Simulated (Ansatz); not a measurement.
The same ligand exchange along the group B, Al, Ga, In.

Gas-phase electronic energies from Ansatz, PBE0-D4/def2-TZVP geometries. CBS: MP2 limit from def2 TZ/QZ plus the TZ coupled-cluster correction, frozen cores. This one scheme is used for every species. Functionals use def2-TZVPP. def2 core potentials past Kr. For Br, Ga, In outer-core shells are correlated without core-valence functions, which leaves a few kJ/mol of doubt a bond. Scalar relativity is left out up to krypton. Each species was taken in one conformer, which may not be the lowest.

```csv
reaction,MP2/CBS(def2) (eV),HF/CBS(def2) (eV),ωB97M-V (eV)
`OB(O)Br` + `O[SiH3]` → `OB(O)O[SiH3]` + HBr,-0.48,-0.73,-0.57
`[OH][Al]([OH])[Br]` + `O[SiH3]` → `[OH][Al]([OH])[O][SiH3]` + HBr,0.07,-0.03,0.04
`[OH][Ga]([OH])[Br]` + `O[SiH3]` → `[OH][Ga]([OH])[O][SiH3]` + HBr,0.59,0.58,0.60
`[OH][In]([OH])[Br]` + `O[SiH3]` → `[OH][In]([OH])[O][SiH3]` + HBr,0.97,1.11,1.00
```

Task: Give the CCSD(T)/CBS values in the same order. (An estimate is asked.)

Result: The calculation gave: -0.55, 0.03, 0.56, 0.94 eV.

Largest T1 diagnostic: 0.016, for `[OH][In]([OH])[O][SiH3]`.
